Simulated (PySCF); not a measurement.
Species: C3H6Cl2Si2.
Cartesian coordinates in Å at the GFN2-xTB level; atoms count from 1:
```
atom  x, y, z in Å
Si1   -3.2226    0.4882   -0.1121
C2    -1.3701    0.5558   -0.1496
C3    -0.1591    0.5880   -0.1754
Si4    1.6847    0.6288   -0.2052
C5     2.2009   -1.1191   -0.8478
Cl6    1.6654   -2.3735    0.2928
Cl7    3.9684   -1.1898   -1.0251
H8    -3.7132    1.8344   -0.4147
H9    -3.6293    0.0661    1.2289
H10   -3.6560   -0.4694   -1.1312
H11    2.2580    0.7832    1.1283
H12    2.1866    1.5950   -1.1831
H13    1.7821   -1.3872   -1.8165
```

Vertical excitations from PySCF (density fitting, frozen core in the response, grid level 2 and gas phase unless stated; continuum runs use non-equilibrium linear response for the excitations) on a GFN2-xTB geometry. Reference run:

```json
{"settings": "PBE0/def2-SVPD, full TDDFT, 6 singlets", "S1, eV (f)": "5.54 (0.000)", "S2, eV (f)": "5.74 (0.036)", "S3, eV (f)": "5.83 (0.001)", "S4, eV (f)": "6.12 (0.042)", "S5, eV (f)": "6.60 (0.003)", "S6, eV (f)": "6.62 (0.008)", "T1, eV (Tamm–Dancoff)": "4.56", "mean α (au)": "119.5"}
```

Task: What do these settings give: OLYP/IGLO-II, full TDDFT, 6 singlets?

Result: 
```csv
settings,"S1, eV (f)","S2, eV (f)","S3, eV (f)","S4, eV (f)","S5, eV (f)","S6, eV (f)","T1, eV (Tamm–Dancoff)",mean α (au)
"OLYP/IGLO-II, full TDDFT, 6 singlets",4.98 (0.054),5.17 (0.001),5.33 (0.001),5.41 (0.003),5.62 (0.001),5.67 (0.008),4.49,106.7
```

S1 moves by -0.56 eV; functional and basis change together, so the shift can't be laid on one. States are counted by energy in each run and needn't keep their character from row to row.

Task: Which orbital pairs make up S1 in each run, and how does it sit against the orbital gap?

Result: 
```tsv
settings	S1 configurations (weight)	S1 (eV)	orbital gap (eV)	S1 − gap (eV)
PBE0/def2-SVPD, full TDDFT, 6 singlets	H−1→L 0.76, H→L+1 0.09	5.54	7.01	-1.47
OLYP/IGLO-II, full TDDFT, 6 singlets	H→L 0.95	4.98	4.82	+0.16
```

One conformer stands for the species.
